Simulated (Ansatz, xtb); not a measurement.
Stretching the Be1–H2 bond in BeHI (SMILES [BeH][I]) (multiplicity 1 held, fragments rigid). Energies count from the point at 1.323 Å.
Geometry at that point (charge 0, multiplicity 1):
| atom | x (Å) | y (Å) | z (Å) |
|---|---|---|---|
| Be | 0.0000 | 0.0000 | -1.9619 |
| H | 0.0000 | 0.0000 | -3.2847 |
| I | 0.0000 | 0.0000 | 0.2100 |

R- and RO- levels are restricted; in cc, def2 and unpolarised 6-31G sets they are followed outwards from rest. Active spaces are followed from a long bond inwards. Levels need not reach the same state.

Frozen-core correlation. Filled d and f shells under p-block atoms count as core.

Programs: Ansatz (a first-principles code); xtb for the GFN methods.  In def2 rows elements past Kr take small-core potentials, without spin–orbit coupling. The GFN methods have no spin term and hold the electronic entropy of 300 K.

Task: Predict the energy at R = 4.233 Å from R-MP2/def2-SVPD.

Result: 5.39 eV

Task: Estimate the energy at R = 4.233 Å that GFN2-xTB returns for this input.

Result: 5.14 eV

Task: Estimate the energy at R = 4.233 Å that FIC-MRCISD+Q on CASSCF(2,2)/def2-SVPD returns for this input.

Result: 3.95 eV

Doubts at one or more of the structures used: a restricted determinant that unrestricted orbitals would lower (R-MP2/def2-SVPD).
